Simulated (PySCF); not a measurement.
Gas-phase reaction: 2 InH + H2O ⇌ In2O + 2 H2

Method: PySCF energies (xtb for GFN2) plus ideal-gas RRHO corrections (1 bar). † marks an energy on the PBE0/def2-TZVP geometry and frequencies; other levels use their own. MP2 freezes the core. All species are closed-shell singlets. In: scalar-relativistic def2 core potential, no spin-orbit coupling. InH: computed as isolated molecules; such fragments, hydroxides, amides, oligomers or adducts are transient or little studied in the gas. MP2 isn't extrapolated to the basis-set limit.

```json
[
 {"level": "BLYP/def2-TZVP†", "ΔH°(298 K), kJ": "-226"},
 {"level": "GFN2-xTB", "ΔH°(298 K), kJ": "-185"},
 {"level": "HF/def2-TZVP†", "ΔH°(298 K), kJ": "?"},
 {"level": "MP2/def2-SVP†", "ΔH°(298 K), kJ": "-228"},
 {"level": "PBE/def2-SVP", "ΔH°(298 K), kJ": "?"},
 {"level": "PBE0/def2-SVP†", "ΔH°(298 K), kJ": "-181"},
 {"level": "LDA/def2-TZVP†", "ΔH°(298 K), kJ": "?"},
 {"level": "ωB97M-V/def2-TZVP†", "ΔH°(298 K), kJ": "?"}
]
```

**Question.** Complete the blanks.

**Answer.** 
- HF/def2-TZVP†, ΔH°(298 K), kJ: -146
- PBE/def2-SVP, ΔH°(298 K), kJ: -214
- LDA/def2-TZVP†, ΔH°(298 K), kJ: -214
- ωB97M-V/def2-TZVP†, ΔH°(298 K), kJ: -200
